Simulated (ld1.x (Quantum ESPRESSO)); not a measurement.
## Before and after: TM potential for Pr (Z = 59)

| Quantity | Value |
| --- | --- |
| Element | Pr |
| Generator | ld1.x (Quantum ESPRESSO) 7.5 |
| Type | norm-conserving Troullier–Martins (Kleinman–Bylander form) |
| Functional | PBEsol |
| Relativity | scalar-relativistic |
| Frozen core | [Kr] 4d10 |
| Valence charge | 13 |
| Reference configuration | 4f3 5s2 5p6 5d0.5 6s1.5 6p0 |
| Partial waves | 5p (bound): rc 1.75 bohr; 5d (bound): rc 3.85 bohr; 4f (bound): rc 0.85 bohr; 5s (bound): rc 1.35 bohr |
| Local potential | the s channel |
| Core correction | none |

Occupied shells without a wave of their own: 6s. They enter only through the test configuration that unscreens the potential.

Change: all radii scaled by about 0.83 (s 1.12, p 1.44, d 3.18, f 0.70 bohr).

Cutoffs: the cutoffs (Ry, on a coarse ladder) from which the occupation-weighted sum of valence levels, in a spherical-Bessel basis at the reference potential, stays within 10 and 1 mRy of its value at 400 Ry; they do not see the model core or the augmentation charge, which bear on the density cutoff. Errors are all-electron minus pseudo energies relative to the spin-unpolarised reference configuration.

Q: What does the change do?

A: Of the 6 tests that both files solve, the error grows in 6 and shrinks in 0 by more than 15 % and 0.3 meV (median size 49.4 → 255.2 meV); neither file shows a bound ghost at the reference potential, the only one tested. That the errors move this way runs against the usual rule that smaller radii transfer better.

```tsv
quantity	base	changed
cutoffs, loose and tight	over 300 Ry, over 300 Ry	not determined
bound ghosts	none	none
largest miss of a reference level, eV	0.04	0.17
tests counted (converged, no solver errors)	6 of 7	6 of 7
error for 4f3 5s2 5p6 5d0 6s2 6p0, meV [ΔE -0.76 eV]	+20	+87
error for 4f3 5s2 5p6 5d0 6s1 6p0, meV [ΔE 4.98 eV]	-28	-122
error for 4f3 5s2 5p6 5d0 6s0 6p0, meV [ΔE 15.51 eV]	-112	-507
error for 4f3 5s2 5p5 5d0 6s2 6p0, meV [ΔE 25.37 eV]	+20	+184
error for 4f2 5s2 5p6 5d0 6s0 6p0, meV [ΔE 37.13 eV]	-223	-984
error for 4f3 5s2 5p6 5d1 6s0 6p0, meV [ΔE 5.88 eV]	-71	-326
```

Base: Tests not counted: 4f3 5s2 5p6 5d0 6s0 6p1 (an occupied level unbound or not found, printed error -2.0 eV). These tests converged, but a pseudo level misses the all-electron one widely, so the file describes the atom poorly there or has found another state: 4f2 5s2 5p6 5d0 6s0 6p0: empty 6p by 11.3 eV. ld1.x printed “convergence not achieved” for 6 of the counted tests; their residual had stalled under 1e-8, short of the target of 1e-14. The 6s level has no wave, so the channel is fitted at the deeper level alone: the likely source of the large errors. Changed file: Tests not counted: 4f3 5s2 5p6 5d0 6s0 6p1 (solver errors, printed error -2.4 eV). These tests converged, but a pseudo level misses the all-electron one widely, so the file describes the atom poorly there or has found another state: 4f2 5s2 5p6 5d0 6s0 6p0: empty 6p by 11.3 eV. ld1.x printed “convergence not achieved” for 2 of the counted tests; their residual had stalled under 1e-8, short of the target of 1e-14. The 6s level has no wave, so the channel is fitted at the deeper level alone: the likely source of the large errors.
